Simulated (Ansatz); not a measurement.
Isolated molecules relaxed with PBE0-D4/def2-TZVP in Ansatz; ΔE leaves out vibrations. CBS: MP2 limit from def2 TZ/QZ plus the TZ coupled-cluster correction, frozen cores. This one scheme is used for every species. DFT in def2-TZVPP. Each species was taken in one conformer, which may not be the lowest.

Consider the hydrogenolysis of the Si–C bond: `OC[SiH2]O` + H₂ → `O[SiH3]` + CH₃OH.

```csv
level,ΔE (kcal/mol)
CAM-B3LYP-D4,-8.3
PBE,-7.2
revPBE,-8.3
BLYP,-9.3
CCSD(T)/def2-SVP,-10.6
SCS-MP2/def2-TZVPP,-9.1
CCSD(T)/def2-TZVPP,-8.3
MP2/def2-QZVPP,-7.1
```

What does CCSD(T)/CBS give? (Best estimate.)

The calculation gave: -7.6 kcal/mol. The listed levels differ from it by -0.7, 0.4, -0.7, -1.7, -3.0, -1.5, -0.7, 0.5 kcal/mol.

Largest T1 diagnostic among the species: 0.011.

From PBE to PBE0 (25 % exact exchange), in def2-TZVPP and without D4, ΔE moves by −1.4 kcal/mol. The D4 term adds +2.3 kcal/mol with B3LYP and +1.3 kcal/mol with PBE0; it sums over pairs of atoms, weighted by their polarisabilities, and B3LYP, whose exchange is more repulsive, gets the larger term.

B3LYP here is the variant with VWN-RPA as its local correlation; programs differ in this.
